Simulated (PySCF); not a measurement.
All values below come from TPSSh-D3(BJ)/def2-TZVP // CAM-B3LYP-D3(BJ)/def2-TZVP (PySCF). Gas-phase values, no solvent. One relaxed conformer stands for a flexible species; it need not be the lowest. 

Reference species (SMILES): `[NH2][InH2]` (neutral, multiplicity 1).

The LUMO is -1.33 eV. The HOMO is -6.20 eV and the HOMO–LUMO gap is 4.87 eV.

Changed species: `[InH3]` (3 of 3 NH2 replaced by H; the reference has 2 of 3 NH2 replaced by H).

Predict the effect on the LUMO, HOMO and HOMO–LUMO gap.

the LUMO drops by 0.84 eV, to -2.17 eV; the HOMO falls by 1.44 eV, to -7.64 eV; the HOMO–LUMO gap rises by 0.60 eV, to 5.47 eV.
